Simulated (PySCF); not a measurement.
Isomers of C2H11NSSi3, one GFN2-xTB conformer each. Single-point energies are computed at PBE0/pcSseg-1 (PySCF, gas phase, no added dispersion term), electronic only.

**Question.** Rank them by PBE0/pcSseg-1 energy, lowest first (kcal/mol).
A. `[CH3:1][C:2](=[S:3])[SiH2:4][N:5]([SiH3:6])[SiH3:7]` with C1–C2–Si4–N5 47°, C2–Si4–N5–Si6 -145°
B. `[CH2:1]=[CH:2][Si@H:3]([SH:4])[N:5]([SiH3:6])[SiH3:7]` with C1–C2–Si3–S4 6°, C2–Si3–S4–H 54°, C2–Si3–N5–Si6 112°

**Answer.** B (0.0), A (19.5).

As drawn, the lower has an S–H bond and a C=C bond outside aromatic rings, which the higher lacks; the higher has a C=S bond, which the lower lacks. GFN2-xTB itself gives, in the same order: 0.0, 9.3. Both levels put the same isomer lowest.

**Question.** Which frontier levels, dipoles and rotational constants go with these structures?

**Answer.** 
```csv
SMILES,"HOMO (eV, PBE0/pcSseg-1)",LUMO (eV),dipole (D),"A, B, C (MHz)"
C=C[Si@H](S)N([SiH3])[SiH3],-7.33,-0.73,1.59,"1439, 956.3, 679.6"
CC(=S)[SiH2]N([SiH3])[SiH3],-6.27,-2.44,2.39,"2126, 659.1, 599.5"
```
